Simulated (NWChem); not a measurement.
Molecule: SiNH$_{2}$F, singlet; SMILES N[Si]F

```xyz
5

Si    -0.6434     0.0506     0.0000
F      0.4310     1.2984     0.0000
N      0.4907    -1.2340     0.0000
H      1.5010    -1.1134     0.0000
H      0.2134    -2.2102     0.0000
```
Atoms are numbered in this order, from 1.

Program: NWChem. Geometry optimised at PBE0/def2-SVP; all other runs use it. Low-valent species are run as closed-shell singlets; no triplet was tried in these runs.

```json
[
 {"quantity": "vertical, lowest excitation, singlet (eV)", "level": "PBE/def2-SVPD, TDA", "value": "5.42"},
 {"quantity": "vertical ionisation energy, ΔSCF (eV)", "level": "PBE/def2-SVP", "value": "9.43"},
 {"quantity": "solvation free energy (kcal/mol) in water", "level": "PBE0/def2-SVP, SMD", "value": "…"},
 {"quantity": "isotropic polarisability (bohr³), static", "level": "PBE/def2-SVPD", "value": "40.7"},
 {"quantity": "dipole (D)", "level": "PBE0/def2-SVP", "value": "…"},
 {"quantity": "highest harmonic frequency (cm⁻¹)", "level": "PBE0/def2-SVP", "value": "…"}
]
```

Task: Some entries are withheld; supply them.

Result: 
- solvation free energy (kcal/mol) in water, value: -3.0
- dipole (D), value: 2.58
- highest harmonic frequency (cm⁻¹), value: 3699
